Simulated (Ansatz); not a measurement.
C3H7O (SMILES CC(C)=[OH+]), charge +1, singlet, at a GFN2-xTB geometry; BCCD(T)/def2-SV(P) run with Ansatz (a program for electronic structure).

Input for Ansatz:
Ansatz 0.2 input:
```yaml
crystal:
  periodic: [false, false, false]
  atoms:
    - {symbol: O, position_ang: [-0.12196456, -0.11943116, 1.32799784]}
    - {symbol: C, position_ang: [-0.00798184, -0.01099008, 0.06880575]}
    - {symbol: C, position_ang: [0.07373480, 1.28361169, -0.60229975]}
    - {symbol: C, position_ang: [0.04849087, -1.25339967, -0.69585394]}
    - {symbol: H, position_ang: [-0.32280816, 2.10426178, -0.00494255]}
    - {symbol: H, position_ang: [0.33273813, -2.09663446, -0.06823236]}
    - {symbol: H, position_ang: [-0.40234208, 1.26246429, -1.58195675]}
    - {symbol: H, position_ang: [1.13051027, 1.50223461, -0.79778580]}
    - {symbol: H, position_ang: [0.69259699, -1.16845430, -1.56935464]}
    - {symbol: H, position_ang: [-0.95587967, -1.46687807, -1.07995797]}
    - {symbol: H, position_ang: [-0.18456204, 0.70312382, 1.85433503]}
basis:
  gaussian:
    orbitals: def2-SV_P_.json
total_charge: 1
magnetization: {spin_polarized: false}
correlation: {method: bccd_t}
```
The basis file holds def2-SV(P) in the JSON format of the Basis Set Exchange.

The log (banner, timings and long lists left out):

```
Functional definition: HF
791 factors; integrals over basis functions are off by at most 1.1e-3 eV
mean field evaluation 1: about -5223.3397 eV, gradient 4.3e1 eV
mean field evaluation 2: about -5223.3429 eV, gradient 4.3e1 eV
mean field evaluation 4: about -5227.6974 eV, gradient 4.2e0 eV
mean field evaluation 8: about -5227.7544 eV, gradient 2.5e-1 eV
mean field evaluation 16: about -5227.7450 eV, gradient 1.5e0 eV
mean field -5227.75483009 eV, -192.1164465063 hartree, gradient 2.4e-6 eV, S^2 0.000000; 0 other end points of the search recorded, 0 dependent functions left out
4 core orbitals not correlated
reference -5227.75483009 eV, -192.1164465063 hartree; 12, 12 occupied and 54, 54 virtual orbitals, 791 factors
second order -14.81354748 eV of doubles, -0.00000000 eV of singles
cycle   1  -15.44217732 eV  change   -6.3e-1 eV  update   9.9e-2
cycle   2  -15.84421465 eV  change   -4.0e-1 eV  update   3.2e-2
cycle   3  -15.96718537 eV  change   -1.2e-1 eV  update   2.0e-2
cycle   4  -15.96510536 eV  change    2.1e-3 eV  update   5.7e-3
cycle   5  -15.95837510 eV  change    6.7e-3 eV  update   2.4e-3
cycle   6  -15.95757133 eV  change    8.0e-4 eV  update   7.3e-4
cycle   7  -15.95702921 eV  change    5.4e-4 eV  update   3.0e-4
cycle   8  -15.95698608 eV  change    4.3e-5 eV  update   9.2e-5
cycle   9  -15.95704183 eV  change   -5.6e-5 eV  update   3.7e-5
cycle  10  -15.95705892 eV  change   -1.7e-5 eV  update   8.5e-6
perturbative correction -0.47623155 eV, -0.0175011866 hartree
Total energy: -5244.18812056 eV, -192.7203587923 hartree
```
